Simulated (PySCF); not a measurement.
Zn(Me)(OMe) (C2H6OZn), SMILES [O]([Zn][CH3])C.

Geometry optimised at B3LYP-D3(BJ)/def2-SVP. The structure was generated by enumeration; whether it is a known compound was not checked. One conformer was computed; it need not be the lowest.

Method: PySCF 2.14.0 with TDDFT-PBE/def2-SVPD.

Vertical excitations. 

**Question.** List the lowest excited states. (An estimate is asked for; the answer gives what the named calculation found.)

**Answer.** 
| state | energy (eV) | λ (nm) | f | main pairs |
|---|---|---|---|---|
| S1 | 4.56 | 272 | 0.003 | HOMO→LUMO 99 % |
| S2 | 5.04 | 246 | 0.022 | HOMO−1→LUMO 75 %, HOMO→LUMO+2 24 % |
| S3 | 5.08 | 244 | 0.005 | HOMO→LUMO+1 99 % |
| S4 | 5.41 | 229 | 0.051 | HOMO−1→LUMO+1 48 %, HOMO→LUMO+2 38 %, HOMO−1→LUMO 12 % |
| S5 | 5.54 | 224 | 0.000 | HOMO−1→LUMO+2 100 % |
| S6 | 5.60 | 221 | 0.054 | HOMO−1→LUMO+1 51 %, HOMO→LUMO+2 36 %, HOMO−1→LUMO 10 % |
| S7 | 6.30 | 197 | 0.000 | HOMO→LUMO+3 100 % |
| S8 | 6.69 | 185 | 0.003 | HOMO−1→LUMO+3 99 % |
| S9 | 6.71 | 185 | 0.015 | HOMO→LUMO+4 99 % |
| S10 | 6.78 | 183 | 0.175 | HOMO−2→LUMO 90 % |
| T1 | 4.35 | 285 | 0 | HOMO→LUMO 99 % |
| T2 | 4.65 | 267 | 0 | HOMO−1→LUMO 97 % |
| T3 | 4.95 | 251 | 0 | HOMO→LUMO+2 97 % |
| T4 | 4.99 | 248 | 0 | HOMO→LUMO+1 99 % |
Triplets are in the Tamm–Dancoff approximation, which puts them higher than full response would, so one can lie above its singlet here.
